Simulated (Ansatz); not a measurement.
Total energies of Sn(vinyl)H3 (C₂H₆Sn) from Ansatz at PBE-D4/def2-TZVP, gas phase (1 Eh = 27.2114 eV = 2625.5 kJ/mol). The reference geometry is relaxed at r2SCAN-D4/def2-TZVP.

```
atom   x (Å)   y (Å)   z (Å)
 Sn1  -0.499   1.115   0.716
  C2   0.734  -0.409  -0.126
  C3   0.284  -1.353  -0.948
  H4   1.791  -0.406   0.138
  H5  -0.757  -1.416  -1.254
  H6   0.943  -2.116  -1.359
  H7  -1.237   2.026  -0.526
  H8   0.463   2.143   1.680
  H9  -1.723   0.416   1.679
```

| state | geometry | energy (Eh) |
| --- | --- | --- |
| charge 0 singlet | reference | -293.97032 |
| charge 1 doublet | reference | -293.61150 |
| free Sn atom (triplet) | – | -214.24935 |
| free C atom (triplet) | – | -37.79597 |
| free H atom (doublet) | – | -0.49962 |

In the def2 sets Sn takes a core potential; there is no spin–orbit coupling.

Work out the vertical ionisation energy to the doublet.

E(charge 1 doublet) − E(charge 0 singlet) = -293.61150 − (-293.97032) = 0.35882 Eh = 9.76 eV. For comparison, −ε of the highest occupied level is 6.78 eV at this level, 2.98 eV less.

What is the binding energy per atom against free atoms?

Atoms: 1 × (-214.24935) + 2 × (-37.79597) + 6 × (-0.49962) = -292.83901 Eh. Binding: -292.83901 − (-293.97032) = 1.13131 Eh = 30.78 eV, or 3.42 eV for each of 9 atoms (no zero-point energy, no counterpoise term).
